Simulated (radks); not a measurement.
Results of a calculation; reference values are marked as such.
Task: These are the eigenvalues of the occupied orbitals of an atom or ion with whole-number occupations (Ry). Level of theory: Dirac Kohn-Sham, BLYP, spin-unpolarised, spherical densities, point nucleus (a radial shooting solver on a logarithmic mesh with Libxc functionals).

| orbital | eigenvalue |
|---|---|
| 1s1/2 | -5260.320 |
| 2s1/2 | -911.3780 |
| 2p1/2 | -871.9915 |
| 2p3/2 | -766.1314 |
| 3s1/2 | -210.9580 |
| 3p1/2 | -193.3969 |
| 3p3/2 | -170.4089 |
| 3d3/2 | -140.9475 |
| 3d5/2 | -135.9579 |
| 4s1/2 | -43.99447 |
| 4p1/2 | -36.67259 |
| 4p3/2 | -31.30637 |
| 4d3/2 | -19.29578 |
| 4d5/2 | -18.30464 |
| 5s1/2 | -6.24131 |
| 5p1/2 | -4.02761 |
| 5p3/2 | -3.21819 |
| 4f5/2 | -3.18773 |
| 4f7/2 | -3.00310 |
| 6s1/2 | -0.42963 |
| 5d3/2 | -0.42366 |
| 5d5/2 | -0.35891 |

Which element is it, and in what charge state? The configuration may be excited. Open shells, if any, are shared by 2j + 1.

Result: Z = 75, rhenium, charge 0: Re in [Xe] 4f14 5d5 6s2. The list shows which subshells hold electrons but not how many an open one holds; the 1s level, -2630.2 hartree, gives Z - s = 72.5 by -(Z - s)^2/2, which with screening and relativity narrows Z to a few neighbours, and the depths of the outer levels then fix element, charge and occupations together.
